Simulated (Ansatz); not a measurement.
Gas-phase electronic energies from Ansatz, PBE0-D4/def2-TZVP geometries. CCSD(T)/CBS is the MP2 limit (def2-TZVPP, def2-QZVPP) plus CCSD(T) − MP2 in def2-TZVPP, frozen cores. DFT in def2-TZVPP. For Ga, Se outer-core shells are correlated without core-valence functions, which leaves a few kJ/mol of doubt a bond. Scalar relativity is left out up to krypton. Each species was taken in one conformer, which may not be the lowest.

Reaction (cleavage of the P–Si bond): `P[SiH2][SeH]` + `[PH2][GaH2]` → `P[PH][GaH2]` + `[SiH3][SeH]`

```json
{"level": "LDA (SPW92)", "ΔE (kJ/mol)": "12.9"}
{"level": "RPA@PBE/def2-TZVPP", "ΔE (kJ/mol)": "21.7"}
```

Q: What does CCSD(T)/CBS give? (Best estimate.)

A: Computed: +18.9 kJ/mol. The listed levels differ from it by -6.0, 2.8 kJ/mol.

Largest T1 diagnostic among the species: 0.014.

At CCSD(T), def2-SVP lies +11.3 kJ/mol from the extrapolated value and def2-TZVPP +3.5 kJ/mol. In def2-TZVPP, CCSD(T) changes the Hartree–Fock value by −15.6 kJ/mol (the triples alone add −4.1 kJ/mol) and MP2 by −20.2 kJ/mol.
